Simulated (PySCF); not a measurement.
PySCF input file for BF3, SMILES F[B-](F)F, charge -1, multiplicity 2, IEF-PCM-M06-2X/def2-SVPD. Geometry optimised at B3LYP-D3(BJ)/def2-SVPD.

```python
import numpy as np
from pyscf import gto, scf, dft
from pyscf.solvent import pcm

mol = gto.M(
    atom='''
    B    -0.00000000   -0.00000000   -0.37284578
    F     1.15743046    0.66824279    0.06904551
    F    -1.15743046    0.66824279    0.06904551
    F    -0.00000000   -1.33648558    0.06904551
    ''',
    basis='def2-SVPD',
    charge=-1,
    spin=1,
    max_memory=1600,
    verbose=3,
)
mf = dft.UKS(mol, xc='m06-2x').density_fit(auxbasis='def2-universal-jkfit')
mf.grids.level = 4
mf.conv_tol = 1e-9
mf.max_cycle = 100
mf.kernel()
fine, coarse = mf.grids, dft.Grids(mol).set(level=1).build(with_non0tab=True)
for _ in range(3):  # follow internal instabilities
    mf.grids = coarse
    mo, _, stable, _ = mf.stability(return_status=True, nroots=4)
    mf.grids = fine
    if stable:
        break
    mf.kernel(mf.make_rdm1(mo, mf.mo_occ))
res = {}
for name, eps in {'water': 78.355, 'ethanol': 24.852, '1-octanol': 9.8629}.items():
    s = mf.PCM()
    s.with_solvent.method, s.with_solvent.eps, s.with_solvent.lebedev_order = 'IEF-PCM', eps, 29
    s.kernel(mf.make_rdm1())
    res[name] = (s.e_tot, eps, s.dip_moment(), s.mo_energy, s.converged)
    print(f'{name}: electrostatic solvation free energy {(s.e_tot - mf.e_tot) * 627.509474:.3f} kcal/mol')
```

It prints:

```

WARN: HOMO -0.10237318578796 >= LUMO -0.10237318578796

converged SCF energy = -324.205268300412  <S^2> = 0.7533301  2S+1 = 2.0033273
<class 'pyscf.df.df_jk.DFUKS'> wavefunction is stable in the internal stability analysis

WARN: PCM is an experimental feature. It is still in testing.
Features and APIs may be changed in the future.

converged SCF energy = -324.300210491584  <S^2> = 0.75293204  2S+1 = 2.0029299

WARN: System has nonzero charge -1; the dipole moment is origin-dependent.
Location of origin: [0. 0. 0.]

Dipole moment(X, Y, Z, Debye): -0.00000, -0.00035,  1.29925
water: electrostatic solvation free energy -59.577 kcal/mol

WARN: PCM is an experimental feature. It is still in testing.
Features and APIs may be changed in the future.

converged SCF energy = -324.29756016279  <S^2> = 0.75293973  2S+1 = 2.0029376

WARN: System has nonzero charge -1; the dipole moment is origin-dependent.
Location of origin: [0. 0. 0.]

Dipole moment(X, Y, Z, Debye): -0.00000, -0.00028,  1.29980
ethanol: electrostatic solvation free energy -57.914 kcal/mol

WARN: PCM is an experimental feature. It is still in testing.
Features and APIs may be changed in the future.

converged SCF energy = -324.291658667085  <S^2> = 0.75295748  2S+1 = 2.0029553

WARN: System has nonzero charge -1; the dipole moment is origin-dependent.
Location of origin: [0. 0. 0.]

Dipole moment(X, Y, Z, Debye): -0.00000, -0.00015,  1.30173
1-octanol: electrostatic solvation free energy -54.211 kcal/mol
```

The run converged.

Cost: very roughly 40 core-seconds.
